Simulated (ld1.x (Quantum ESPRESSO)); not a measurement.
**Scattering properties, TM potential for Tl**

```json
{"Element": "thallium", "Generator": "ld1.x (Quantum ESPRESSO) 7.5", "Type": "norm-conserving Troullier–Martins (Kleinman–Bylander form)", "Functional": "PW91", "Relativity": "scalar-relativistic", "Frozen core": "[Xe] 4f14", "Valence charge": "13", "Reference configuration": "5d10 6s1 6p0 (charge +2)", "Partial waves": "6s (bound): rc 1.65 bohr; 6p (bound, empty): rc 2.65 bohr; 5d (bound): rc 1.15 bohr", "Local potential": "all-electron potential smoothed inside 2.45 bohr (lloc = -1)", "Core correction": "Bessel-smoothed model core, default radius (core density twice the valence density)"}
```

The phase is arctan(r·u′/u) with u = r·R(r), unwrapped; energies in Ry, scanned from -4 to 5 Ry. A pole is an energy at which the radial function vanishes at the test radius. The pseudo phase is shifted by a multiple of π to meet the all-electron one at the reference energy, and phase errors are pseudo minus all-electron; the curves can meet again beyond the range given. Levels narrower than the energy grid can be missing from the lists of poles.

```
channel  radius (bohr)  reference energy (Ry)  poles, all-electron  poles, pseudo  unbroken range about the reference energy with phases within 0.05 rad  phase error 1 Ry above the reference energy (rad)
      s           2.89                  -1.87                -1.05    -1.08, 0.58                                                             below -0.3                                             -0.013
      p           2.89                  -1.19                 0.39     0.25, 3.12                                                              below 0.8                                             -0.012
      d           2.89                  -2.44          -2.35, 2.79    -2.35, 3.18                                                             below -0.3                                             +0.005
```

Phases in the s channel:

```json
{"E (Ry)": "-4.00", "all-electron": "1.313", "pseudo": "1.312"}
{"E (Ry)": "-3.52", "all-electron": "1.263", "pseudo": "1.262"}
{"E (Ry)": "-3.04", "all-electron": "1.168", "pseudo": "1.166"}
{"E (Ry)": "-2.56", "all-electron": "0.895", "pseudo": "0.890"}
{"E (Ry)": "-2.08", "all-electron": "-0.503", "pseudo": "-0.506"}
{"E (Ry)": "-1.60", "all-electron": "-1.366", "pseudo": "-1.367"}
{"E (Ry)": "-1.12", "all-electron": "-1.555", "pseudo": "-1.562"}
{"E (Ry)": "-0.64", "all-electron": "-1.645", "pseudo": "-1.666"}
{"E (Ry)": "-0.16", "all-electron": "-1.712", "pseudo": "-1.801"}
{"E (Ry)": "0.32", "all-electron": "-1.783", "pseudo": "-4.317"}
{"E (Ry)": "0.80", "all-electron": "-1.880", "pseudo": "-4.795"}
{"E (Ry)": "1.28", "all-electron": "-2.060", "pseudo": "-4.904"}
{"E (Ry)": "1.76", "all-electron": "-2.544", "pseudo": "-5.024"}
{"E (Ry)": "2.24", "all-electron": "-3.666", "pseudo": "-5.250"}
{"E (Ry)": "2.72", "all-electron": "-4.250", "pseudo": "-5.913"}
{"E (Ry)": "3.20", "all-electron": "-4.451", "pseudo": "-7.031"}
{"E (Ry)": "3.68", "all-electron": "-4.548", "pseudo": "-7.457"}
{"E (Ry)": "4.16", "all-electron": "-4.605", "pseudo": "-7.616"}
{"E (Ry)": "4.64", "all-electron": "-4.645", "pseudo": "-7.697"}
```
